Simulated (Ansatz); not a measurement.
The cluster Al3Ga2⁺, relaxed as a singlet with RKS r2SCAN-D4/def2-SVP in Ansatz, starting from the GFN1-xTB geometry. Force threshold 0.02 eV/Å.

The restricted singlet is unstable towards broken spin symmetry at other levels; at r2SCAN-D4/def2-SVP this wasn't settled. At r2SCAN-D4/def2-SVP a triplet of charge 1 lies 0.07 eV below the restricted singlet, each at its own geometry. The structure comes from a short search, and lower isomers may exist.

Start:

```xyz
5

Al    0.287   -0.015   -2.221
Al    1.256    1.919   -0.791
Al   -1.545   -2.493    1.431
Ga    0.492    1.287    1.498
Ga   -0.489   -0.697    0.083
```

(1) Estimate the energy that the relaxation releases and the steps that it takes.

(2) Does the start keep its bonding?

(3) Predict the relaxed structure.

Results:

(1) 0.98 eV, in 16 steps; 47 s on 4 threads of Arm Neoverse V2 on a shared host. No frequencies were taken in this run, so the end may be a saddle point.

(2) Bonds lost: Ga4–Ga5 (atoms count from 1). Bonds formed: Al2–Ga5, Al3–Ga4 (atoms count from 1).

(3) 
```xyz
5

Al    0.2971    0.2163   -2.5674
Al    0.9452    1.3314   -0.3657
Al   -1.0410   -1.3577    1.6701
Ga    0.3814    0.7665    1.9162
Ga   -0.5827   -0.9564   -0.6532
```
Bond lengths (bridged metal pairs left out): 5 × Al–Ga 2.40 to 2.77 Å; 1 × Al–Al 2.55 Å.
